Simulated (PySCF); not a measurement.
Ge(F)(Br)2(NH2) (Br₂FGeH₂N), SMILES [NH2][Ge]([F])([Br])[Br].

Coordinates come from a PBE-D3(BJ)/def2-SVP optimisation. Other conformers were not sampled.

Two levels are set side by side: TDA-PBE/def2-SVPD (PySCF) and TDA-ωB97X/def2-SVPD (PySCF). Vertical, same geometry. The lowest singlet is HOMO→LUMO 96 % with PBE and HOMO→LUMO 64 %, HOMO−1→LUMO 26 % with the other functional; states are paired by order. Differences are taken from unrounded values.

```json
[
 {"quantity": "lowest singlet excitation (eV)", "TDA-ωB97X": "5.82"},
 {"quantity": "lowest triplet excitation (TDA) (eV)", "TDA-ωB97X": "5.25"},
 {"quantity": "first bright state (f over 0.05) (eV)", "TDA-ωB97X": "6.76"},
 {"quantity": "its oscillator strength", "TDA-ωB97X": "0.11"}
]
```

Problem. What does TDA-PBE give, and how far is it from TDA-ωB97X? (Estimate from the structure and the level; the computed values follow.)

Solution. 
```json
[
 {"quantity": "lowest singlet excitation (eV)", "TDA-PBE": "4.48", "TDA-PBE minus TDA-ωB97X": "-1.34"},
 {"quantity": "lowest triplet excitation (TDA) (eV)", "TDA-PBE": "4.04", "TDA-PBE minus TDA-ωB97X": "-1.22"},
 {"quantity": "first bright state (f over 0.05) (eV)", "TDA-PBE": "6.62", "TDA-PBE minus TDA-ωB97X": "-0.14"},
 {"quantity": "its oscillator strength", "TDA-PBE": "0.08", "TDA-PBE minus TDA-ωB97X": "-0.03"}
]
```

A lower first singlet is the usual sign of a functional without exact exchange. Differences between two approximate levels are no errors against the true value.

Rough cost on one machine, each run with all the roots and properties that it gave: TDA-ωB97X against TDA-PBE about 6 times.
